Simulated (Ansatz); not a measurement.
Geometry optimisation, RKS PBE0-D4/def2-SVP (Ansatz).

input.yaml

```yaml
crystal:
  periodic: [false, false, false]
  atoms:
    - { symbol: Si, position_ang: [-0.623, 0.8814, -0.0588] }
    - { symbol: H, position_ang: [-0.6483, -0.9153, 0.4585] }
    - { symbol: F, position_ang: [-0.6382, 1.2145, -1.5954] }
    - { symbol: F, position_ang: [-2.1749, 1.0171, 0.2667] }
    - { symbol: F, position_ang: [-0.0022, 1.85, 1.012] }
    - { symbol: H, position_ang: [1.5495, -0.8437, -0.2137] }
    - { symbol: F, position_ang: [1.2605, 0.3044, -0.3974] }
    - { symbol: H, position_ang: [0.0776, -1.5734, 0.3929] }
    - { symbol: F, position_ang: [1.199, -1.9351, 0.1352] }
basis:
  gaussian: { orbitals: def2-SVP }
hamiltonian:
  xc: pbe0
  dispersion: d4
relax:
  f_tol: 0.15
  max_steps: 25
  restrain:
    - { distance: [0, 6], at: 2.98, k: 30.0 }
    - { distance: [5, 8], at: 2.18, k: 30.0 }
    - { distance: [7, 1], at: 1.92, k: 30.0 }
    - { distance: [0, 1], at: 1.42, k: 30.0 }
    - { distance: [5, 6], at: 0.88, k: 30.0 }
    - { distance: [7, 8], at: 0.88, k: 30.0 }
```

Launched with:

```bash
$ ansatz run input.yaml --threads 2 --pin off --max-ram 3072MiB --backend cpu --events-out ev --progress --plain --runs-dir out
```

Where does it end, and by what steps?

The run converged. The restraints hold the end off the free minimum. After 6 steps the energy has fallen by 1.337 eV (the restraints' own energy left out); F7 moved furthest, 0.62 Å. Parted: Si1–F7. Joined: Si1–H2, H6–F7, H8–F9.

```json
{"step": "0", "energy less start (eV)": "0.0000", "largest force component (eV/Å)": "2.592", "accepted": "yes"}
{"step": "1", "energy less start (eV)": "-0.6960", "largest force component (eV/Å)": "2.670", "accepted": "yes"}
{"step": "2", "energy less start (eV)": "-0.1663", "largest force component (eV/Å)": "10.798", "accepted": "yes"}
{"step": "3", "energy less start (eV)": "-0.9427", "largest force component (eV/Å)": "4.013", "accepted": "yes"}
{"step": "4", "energy less start (eV)": "-1.1778", "largest force component (eV/Å)": "1.310", "accepted": "yes"}
{"step": "5", "energy less start (eV)": "-1.3055", "largest force component (eV/Å)": "0.966", "accepted": "yes"}
{"step": "6", "energy less start (eV)": "-1.3367", "largest force component (eV/Å)": "1.054", "accepted": "yes"}
```

```xyz
9
Properties=species:S:1:pos:R:3
Si -0.981 0.946 0.031
H -0.598 -0.414 0.317
F -0.795 1.304 -1.512
F -2.538 1.105 0.368
F -0.186 1.990 0.936
H 1.996 -0.606 -0.359
F 1.868 0.283 -0.513
H 0.187 -2.166 0.420
F 1.047 -2.442 0.311
```

Run time: 14 s on 2 threads of Arm Neoverse V2, on a shared host, peak memory 0.22 GiB.
